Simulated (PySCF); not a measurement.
Al(F)(H)(SiH3) (AlFH4Si), SMILES [F][AlH][SiH3]. Atoms are numbered in the order given.

```xyz
7

Al     0.1336    -0.6934    -0.6264
F     -1.4175    -0.7468    -1.2139
H      1.1494    -1.7141    -1.2674
Si     0.5650     0.9626     1.1291
H      0.3087     2.3378     0.6286
H      1.9726     0.9014     1.5993
H     -0.3206     0.7341     2.2997
```

Coordinates come from a B3LYP-D3(BJ)/def2-TZVP optimisation.

Computed with PBE0/pcJ-1 in PySCF.

Isotropic couplings with Fermi-contact, spin-dipole and both spin-orbit terms, one fixed conformer, no vibrational averaging. Isotopes: 19F, 1H, 29Si.

Problem. Estimate the spin–spin coupling constants. (An estimate is asked for; the answer gives what the named calculation found.)

Solution. 
| pair | bonds apart | J (Hz) |
|---|---|---|
| Si4–H5 | 1 | -189.3 |
| Si4–H6 | 1 | -189.0 |
| Si4–H7 | 1 | -189.9 |
| F2–H3 | 2 | 40.0 |
| F2–Si4 | 2 | -26.6 |
| H3–Si4 | 2 | -55.6 |
| H5–H6 | 2 | -5.3 |
| H5–H7 | 2 | -7.9 |
| H6–H7 | 2 | -5.1 |
| F2–H5 | 3 | -2.3 |
| F2–H6 | 3 | 17.9 |
| F2–H7 | 3 | -2.5 |
| H3–H5 | 3 | 3.0 |
| H3–H6 | 3 | -3.0 |
| H3–H7 | 3 | 3.3 |
